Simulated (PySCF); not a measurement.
PySCF input (M06-L/def2-TZVPD):

```python
from pyscf import gto, scf, dft

mol = gto.M(
    atom='''
    Al   -0.00000000   -0.00000000   -1.10003188
    O    -0.00000000   -0.00000000   -2.80814738
    Br    0.00000000    0.00000000    1.05044553
    ''',
    basis='def2-tzvpd',
    charge=1,
    spin=1,
    symmetry='C2v',
    verbose=4,
)

mf = dft.UKS(mol, xc='m06l').density_fit(auxbasis='def2-universal-jkfit')
mf.grids.level = 4
mf.conv_tol = 1e-9
mf.max_cycle = 100
mf.max_memory = 1500
mf.kernel()
if not mf.converged:
    mf = mf.newton()
    mf.kernel(mf.make_rdm1())
mf.analyze()
```

End of the output:

```
Extra cycle  E= -2891.43296290347  delta_E= 9.09e-11  |g|= 1.57e-05  |ddm|= 2.89e-05
converged SCF energy = -2891.43296290347  <S^2> = 0.75793032  2S+1 = 2.0079147
**** SCF Summaries ****
Total Energy =                       -2891.432962903472344
Nuclear Repulsion Energy =             182.583097932088151
One-electron Energy =                -4373.703499138883672
Two-electron Energy =                 1299.687438303323233
Two-electron Coulomb Energy =         1417.975770311647011
DFT Exchange-Correlation Energy =     -118.288332008323849
HOMO-LUMO gap [eV] =                     1.730528774131822
Wave-function symmetry = B2
alpha occupancy for each irrep:     A1   A2   B1   B2
                                    15    1    6    6
beta  occupancy for each irrep:     A1   A2   B1   B2
                                    15    1    6    5
**** MO energy ****
alpha MO #1 (A1 #1), energy= -482.366474638879 occ= 1
alpha MO #2 (A1 #2), energy= -62.6228711490046 occ= 1
alpha MO #3 (A1 #3), energy= -56.328747958962 occ= 1
alpha MO #4 (B2 #1), energy= -56.326417884015 occ= 1
alpha MO #5 (B1 #1), energy= -56.3261789595015 occ= 1
alpha MO #6 (A1 #4), energy= -56.0923958176535 occ= 1
alpha MO #7 (A1 #5), energy= -19.273372223727 occ= 1
alpha MO #8 (A1 #6), energy= -8.94572429964957 occ= 1
alpha MO #9 (A1 #7), energy= -6.71673612403988 occ= 1
alpha MO #10 (B2 #2), energy= -6.70860108098037 occ= 1
alpha MO #11 (B1 #2), energy= -6.70793207616387 occ= 1
alpha MO #12 (A1 #8), energy= -4.42979538557384 occ= 1
alpha MO #13 (B2 #3), energy= -2.93941376718217 occ= 1
alpha MO #14 (B1 #3), energy= -2.93767444355389 occ= 1
alpha MO #15 (A1 #9), energy= -2.92932238850047 occ= 1
alpha MO #16 (A1 #10), energy= -2.78810422375944 occ= 1
alpha MO #17 (B2 #4), energy= -2.78597458323454 occ= 1
alpha MO #18 (B1 #4), energy= -2.78547995763379 occ= 1
alpha MO #19 (A2 #1), energy= -2.77965834260022 occ= 1
alpha MO #20 (A1 #11), energy= -2.77964820759636 occ= 1
alpha MO #21 (A1 #12), energy= -1.20601616987705 occ= 1
alpha MO #22 (A1 #13), energy= -0.977864122459032 occ= 1
alpha MO #23 (A1 #14), energy= -0.635913098661511 occ= 1
alpha MO #24 (B2 #5), energy= -0.62018108275147 occ= 1
alpha MO #25 (A1 #15), energy= -0.589821721850562 occ= 1
alpha MO #26 (B1 #5), energy= -0.558710055256993 occ= 1
alpha MO #27 (B2 #6), energy= -0.524328892506603 occ= 1
alpha MO #28 (B1 #6), energy= -0.522091178174403 occ= 1
alpha MO #29 (A1 #16), energy= -0.343383426343813 occ= 0
alpha MO #30 (B2 #7), energy= -0.274972814095042 occ= 0
alpha MO #31 (B1 #7), energy= -0.267573230261407 occ= 0
alpha MO #32 (A1 #17), energy= -0.130667853794752 occ= 0
alpha MO #33 (A1 #18), energy= -0.110912783781304 occ= 0
alpha MO #34 (A2 #2), energy= -0.108279803398827 occ= 0
alpha MO #35 (A1 #19), energy= -0.108143820473817 occ= 0
alpha MO #36 (B2 #8), energy= -0.0970205150983006 occ= 0
alpha MO #37 (B1 #8), energy= -0.0939544729684645 occ= 0
alpha MO #38 (A1 #20), energy= -0.0759566743461464 occ= 0
alpha MO #39 (B2 #9), energy= -0.0572038254151099 occ= 0
alpha MO #40 (B1 #9), energy= -0.0490873109293659 occ= 0
alpha MO #41 (A1 #21), energy= -0.025895844495489 occ= 0
alpha MO #42 (B2 #10), energy= -0.0161413101151222 occ= 0
alpha MO #43 (A1 #22), energy= -0.0136093484525512 occ= 0
alpha MO #44 (B1 #10), energy= -0.00935617772919883 occ= 0
alpha MO #45 (A1 #23), energy= -0.0070387270646992 occ= 0
alpha MO #46 (A2 #3), energy= -0.00684517465775514 occ= 0
alpha MO #47 (A2 #4), energy= 0.0397026854305107 occ= 0
alpha MO #48 (A1 #24), energy= 0.0399549479397565 occ= 0
alpha MO #49 (A1 #25), energy= 0.047509755983657 occ= 0
alpha MO #50 (B2 #11), energy= 0.0488582105110389 occ= 0
alpha MO #51 (B1 #11), energy= 0.0513452412929247 occ= 0
alpha MO #52 (A1 #26), energy= 0.0623853264244743 occ= 0
alpha MO #53 (B2 #12), energy= 0.0664324608222806 occ= 0
alpha MO #54 (B1 #12), energy= 0.0718789974992493 occ= 0
alpha MO #55 (A1 #27), energy= 0.117378300755607 occ= 0
alpha MO #56 (B2 #13), energy= 0.130617992232605 occ= 0
alpha MO #57 (B1 #13), energy= 0.135979390995567 occ= 0
alpha MO #58 (A1 #28), energy= 0.158251850327988 occ= 0
alpha MO #59 (A1 #29), energy= 0.193788483528134 occ= 0
alpha MO #60 (A1 #30), energy= 0.248763253660375 occ= 0
alpha MO #61 (A2 #5), energy= 0.248998745772956 occ= 0
alpha MO #62 (A2 #6), energy= 0.26063509073794 occ= 0
alpha MO #63 (A1 #31), energy= 0.260702405669853 occ= 0
alpha MO #64 (B2 #14), energy= 0.280055446432533 occ= 0
alpha MO #65 (B1 #14), energy= 0.281813991659664 occ= 0
alpha MO #66 (A1 #32), energy= 0.308115597071007 occ= 0
alpha MO #67 (B2 #15), energy= 0.309211045910027 occ= 0
alpha MO #68 (B1 #15), energy= 0.311981456519629 occ= 0
alpha MO #69 (A1 #33), energy= 0.347940980057073 occ= 0
alpha MO #70 (B2 #16), energy= 0.378050031265598 occ= 0
alpha MO #71 (B1 #16), energy= 0.383448991555179 occ= 0
alpha MO #72 (A1 #34), energy= 0.386549258430356 occ= 0
alpha MO #73 (A1 #35), energy= 0.49314928126747 occ= 0
alpha MO #74 (B1 #17), energy= 0.49864313459852 occ= 0
alpha MO #75 (B2 #17), energy= 0.498670148607575 occ= 0
alpha MO #76 (A1 #36), energy= 0.55953384065829 occ= 0
alpha MO #77 (A2 #7), energy= 0.559627460421982 occ= 0
alpha MO #78 (B2 #18), energy= 0.592123907138182 occ= 0
alpha MO #79 (B1 #18), energy= 0.599719349213718 occ= 0
alpha MO #80 (A1 #37), energy= 0.62080440318669 occ= 0
alpha MO #81 (A2 #8), energy= 0.621001458090215 occ= 0
alpha MO #82 (B2 #19), energy= 0.641742371662742 occ= 0
alpha MO #83 (A1 #38), energy= 0.645389082860419 occ= 0
alpha MO #84 (B1 #19), energy= 0.650784397861107 occ= 0
alpha MO #85 (A1 #39), energy= 0.690353067290616 occ= 0
alpha MO #86 (B2 #20), energy= 0.754931566838946 occ= 0
alpha MO #87 (B1 #20), energy= 0.766086419689596 occ= 0
alpha MO #88 (A1 #40), energy= 0.800571456844423 occ= 0
alpha MO #89 (A1 #41), energy= 0.943023405424206 occ= 0
alpha MO #90 (A1 #42), energy= 1.09716470917158 occ= 0
alpha MO #91 (A1 #43), energy= 1.28028032128836 occ= 0
alpha MO #92 (A2 #9), energy= 1.28030403943349 occ= 0
alpha MO #93 (B2 #21), energy= 1.31260250327549 occ= 0
alpha MO #94 (B1 #21), energy= 1.31260260357501 occ= 0
alpha MO #95 (B2 #22), energy= 1.32380330331113 occ= 0
alpha MO #96 (B1 #22), energy= 1.32770489450026 occ= 0
alpha MO #97 (A1 #44), energy= 1.38559252176026 occ= 0
alpha MO #98 (A2 #10), energy= 1.38563549376066 occ= 0
alpha MO #99 (A1 #45), energy= 1.40414905190412 occ= 0
alpha MO #100 (A2 #11), energy= 1.4860696897915 occ= 0
alpha MO #101 (A1 #46), energy= 1.4870171412671 occ= 0
alpha MO #102 (B2 #23), energy= 1.52332447522157 occ= 0
[...]
```
